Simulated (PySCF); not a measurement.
# `C1=CC=C(C(=O)O)C=C1Br`, C$_{7}$H$_{5}$BrO$_{2}$

Geometry (Å), atoms numbered from 1 in this order:
```xyz
15

O     2.8988   -1.1244   -0.0926
C     2.2111   -0.1389   -0.0090
O     2.7237    1.0924    0.1103
C     0.7236   -0.1503   -0.0242
C     0.0788   -1.3842   -0.1490
C    -1.3106   -1.4361   -0.1684
C    -2.0631   -0.2667   -0.0638
C    -1.4080    0.9586    0.0610
Br   -2.4208    2.5440    0.2044
C    -0.0183    1.0302    0.0815
H     3.6871    0.9891    0.1095
H     0.6891   -2.2855   -0.2292
H    -1.8221   -2.3961   -0.2661
H    -3.1538   -0.3015   -0.0785
H     0.4901    1.9894    0.1787
```

Method: TDDFT CAM-B3LYP/aug-cc-pVDZ excited states, vertical, gas phase in PySCF 2.14.0. Geometry: PBE0-D3(BJ)/def2-SVP.

The calculation is non-relativistic, which matters for the atoms heavier than Zn.

**Question.** How strongly do the lowest singlets absorb one photon, and two photons of half the energy?

**Answer.** δ for parallel linear polarisation; σ at the peak of a Lorentzian of half width 0.1 eV, single beam; Ω is circular over linear.
| state | E (eV) | f | photon λ (nm) | δ (au) | σ (GM) | Ω | main |
| --- | --- | --- | --- | --- | --- | --- | --- |
| S1 | 4.84 | 0.028 | 512 | 33.9 | 0.29 | 1.47 | HOMO→LUMO 0.75, HOMO−1→LUMO+1 0.12 |
| S2 | 5.19 | 0.000 | 478 | <0.1 | 0.00 | – | HOMO−2→LUMO 0.46, HOMO−3→LUMO 0.40 |
| S3 | 5.52 | 0.075 | 449 | 58.2 | 0.65 | 1.44 | HOMO−1→LUMO 0.57, HOMO→LUMO+1 0.29 |
| S4 | 5.80 | 0.000 | 428 | 5.95 | 0.07 | 1.50 | HOMO→LUMO+4 0.31, HOMO→LUMO+5 0.29 |
| S5 | 6.23 | 0.739 | 398 | 197 | 2.80 | 0.64 | HOMO→LUMO+1 0.62, HOMO−1→LUMO 0.32 |
| S6 | 6.52 | 0.177 | 380 | 26.1 | 0.41 | 1.27 | HOMO−1→LUMO+1 0.74, HOMO→LUMO 0.11 |

Among these, the strongest one-photon state is S5, the strongest two-photon state S5, with a dipole change of 2.8 D (relaxed, norm of the difference vector).
